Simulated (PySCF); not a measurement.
NbN(OH)2 (singlet). Computed with PySCF, PBE0, basis Nb def2-SVP with ECP28, N def2-SVP, O def2-SVP, H def2-SVP (scalar-relativistic core potentials, no spin–orbit coupling, density fitting).

Harmonic bands of its minimum:

```json
{"ω (cm⁻¹)": "132", "IR (km/mol)": "11.7"}
{"ω (cm⁻¹)": "224", "IR (km/mol)": "13.0"}
{"ω (cm⁻¹)": "281", "IR (km/mol)": "13.4"}
{"ω (cm⁻¹)": "552", "IR (km/mol)": "240"}
{"ω (cm⁻¹)": "553", "IR (km/mol)": "4.0"}
{"ω (cm⁻¹)": "624", "IR (km/mol)": "289"}
{"ω (cm⁻¹)": "649", "IR (km/mol)": "112"}
{"ω (cm⁻¹)": "699", "IR (km/mol)": "55.4"}
{"ω (cm⁻¹)": "722", "IR (km/mol)": "98.5"}
{"ω (cm⁻¹)": "1137", "IR (km/mol)": "118"}
{"ω (cm⁻¹)": "3920", "IR (km/mol)": "249"}
{"ω (cm⁻¹)": "3923", "IR (km/mol)": "77.2"}
```

Task: The central atom is Nb. Infer the point group and assign the bands.

Result: Cs. The modes span 7a' + 5a'': 132 a', 224 a', 281 a'', 552 a', 553 a'', 624 a'', 649 a', 699 a', 722 a'', 1137 a', 3920 a'', 3923 a'. The computed geometry has Nb–N 1.657 Å, Nb–O 1.923 Å (×2), O–H 0.963 Å (×2); H–O–Nb 124.5° (×2), N–Nb–O 107.5° (×2), O–Nb–O 118.3°.

Stability towards spin polarisation was not tested. Only a few start shapes were tried, so a lower isomer may exist.
